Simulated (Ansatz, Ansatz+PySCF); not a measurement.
```csv
atom,x (Å),y (Å),z (Å)
Al,-0.0487,-0.0071,-0.0089
Cl,1.2104,1.2526,1.2165
Cl,1.2018,-1.2663,-1.2481
Cl,-1.2303,1.2710,-1.2078
Cl,-1.2438,-1.2684,1.2029
```

RHF on singlet AlCl₄(-) was run in several spherical basis sets with Ansatz (development build ahead of 0.2.0). Caution: no diffuse functions for an anion.

Rank the basis sets by the total energy that they give, lowest first, with the distance from the lowest.
A. def2-TZVP
B. def2-SVP
C. 6-31G(d)
D. aug-cc-pVDZ
E. STO-3G
F. cc-pVTZ
G. 6-31G
H. cc-pVDZ

F (0.00 eV), A (0.94 eV), D (1.89 eV), H (2.25 eV), C (4.92 eV), G (7.74 eV), B (20.41 eV), E (617.42 eV).

Totals follow the description of the cores as much as that of the bonds, so this order isn't one of quality for chemistry.
